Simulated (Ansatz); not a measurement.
(Cl2Al-mu-PH2)3 (Al3P3H6Cl6), 18 atoms. Hardware: 4 threads of Arm Neoverse V1 on a shared host.

Correlated methods freeze 60 core orbitals.

**Question.** How many basis functions does each of these Ansatz runs have, and roughly what does it cost? PBE-D4/def2-SVP, charge 1 doublet at the geometry of the charge 0 singlet, energy, from earlier orbitals; B3LYP-D4/6-31G, charge 0 singlet, energy; PBE0-D4/def2-SVP, charge 0 triplet at the geometry of the charge 0 singlet, energy; PBE0-D4/def2-SVP, charge 1 doublet at the geometry of the charge 0 singlet, energy; PBE-D4/def2-SVP, charge 0 singlet, relaxation, 17 steps; PBE0-D4/def2-SVP, charge 0 singlet, energy, from earlier orbitals; r2SCAN-D4/def2-SVP, charge 0 triplet at the geometry of the charge 0 singlet, energy, from earlier orbitals; MP2/def2-SVP, charge 0 singlet, energy, from earlier orbitals; RPA@PBE/def2-SVP, charge 0 singlet, energy, from earlier orbitals; HF/6-31G, charge 0 singlet, energy; PBE-D4/def2-SVP, charge -1 doublet at the geometry of the charge 0 singlet, energy, from earlier orbitals; PBE-D4/def2-SVP, charge 0 triplet at the geometry of the charge 0 singlet, energy, from earlier orbitals.

**Answer.** Other jobs shared the machine, so times can vary by a factor of up to 3. A dash marks memory too small to be measured apart from the calling script's.

```
                                                                                                        run  functions  fitting or Cholesky vectors  wall time  peak host memory (GiB)
                                                                         HF/6-31G, charge 0 singlet, energy        168                         1866      5.5 s                       –
                                                                   B3LYP-D4/6-31G, charge 0 singlet, energy        168                         1866        9 s                       –
                                          PBE0-D4/def2-SVP, charge 0 singlet, energy, from earlier orbitals        246                         2222       14 s                     1.1
                                          RPA@PBE/def2-SVP, charge 0 singlet, energy, from earlier orbitals        246                         2222       14 s                       –
                                              MP2/def2-SVP, charge 0 singlet, energy, from earlier orbitals        246                         2222       15 s                     1.1
   PBE-D4/def2-SVP, charge 1 doublet at the geometry of the charge 0 singlet, energy, from earlier orbitals        246                         2718       20 s                       –
   PBE-D4/def2-SVP, charge 0 triplet at the geometry of the charge 0 singlet, energy, from earlier orbitals        246                         2718       29 s                       –
                         PBE0-D4/def2-SVP, charge 1 doublet at the geometry of the charge 0 singlet, energy        246                         2222       37 s                     1.9
  PBE-D4/def2-SVP, charge -1 doublet at the geometry of the charge 0 singlet, energy, from earlier orbitals        246                         2718       39 s                     1.3
                         PBE0-D4/def2-SVP, charge 0 triplet at the geometry of the charge 0 singlet, energy        246                         2222       84 s                     2.3
                                                    PBE-D4/def2-SVP, charge 0 singlet, relaxation, 17 steps        246                         2718       92 s                       –
r2SCAN-D4/def2-SVP, charge 0 triplet at the geometry of the charge 0 singlet, energy, from earlier orbitals        246                         2718    2.1 min                     1.4
```
